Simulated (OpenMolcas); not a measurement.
## Sr⁺: thermal populations, worked from levels

- Program: OpenMolcas
- Basis: ANO-RCC [11s10p7d4f2g]
- Scalar Hamiltonian: DKH2, point nucleus
- Active space: 1 electron in 9 orbitals (4d 5s 5p)
- State averaging: 2S+1 = 2 even, 6 roots; 2S+1 = 2 odd, 3 roots
- Spin-orbit coupling: RASSI with atomic mean-field integrals over the reference wave functions, term energies averaged over their components

Methods: CASSCF; SS-CASPT2, IPEA 0.25 Eh, imaginary shift 0.1 Eh (closed shells correlated: 4s 4p). Measured levels: NIST Handbook of Basic Atomic Spectroscopic Data.

**Thermal populations.** Z = Σ (2J + 1) exp(-E/kT) with k = 0.695035 cm-1/K, over the levels below. No other level of either list lies under 47700 cm-1, which is above 7 kT at each temperature.

| Level | 2J + 1 | SS-CASPT2 | measured |
| --- | --- | --- | --- |
| 5s 2S 1/2 | 2 | 0.0 | 0.0 |
| 4d 2D 3/2 | 4 | 14730 | 14556 |
| 4d 2D 5/2 | 6 | 15030 | 14836 |
| 5p 2P* 1/2 | 2 | 23780 | 23715 |
| 5p 2P* 3/2 | 4 | 24330 | 24517 |

```tsv
T (K)	Z, SS-CASPT2	Z, measured levels	Ground level (%), SS-CASPT2	Ground level (%), measured levels
8000	2.763	2.785	72.4	71.8
```

At 8000 K, kT = 5560 cm-1, and the computed levels give Z = 2.000 + 0.283 + 0.402 + 0.028 + 0.050 = 2.763.

CASPT2 breaks the degeneracy within a term, and the mean is taken; among the terms shown or strongly mixed into the levels shown the widest spread is 220 cm-1 (4d 2D, SS-CASPT2). ANO sets are built for ground and valence states and can reach diffuse excited orbitals poorly. With one active electron the reference holds no correlation, so core polarisation is missing (holds for CASSCF). With one active electron, CASPT2 adds the correlation within the correlated inactive shells and between them and that electron, and leaves the splitting within a term as the reference gives it (holds for SS-CASPT2). Computed and measured levels are paired by configuration, term and J; levels that our copy of the source lacks, or whose pairing is in doubt (as where it misses far off the trend of its configuration), stay unpaired and out of the deviations. Only configurations of the active space appear.

* marks odd parity.
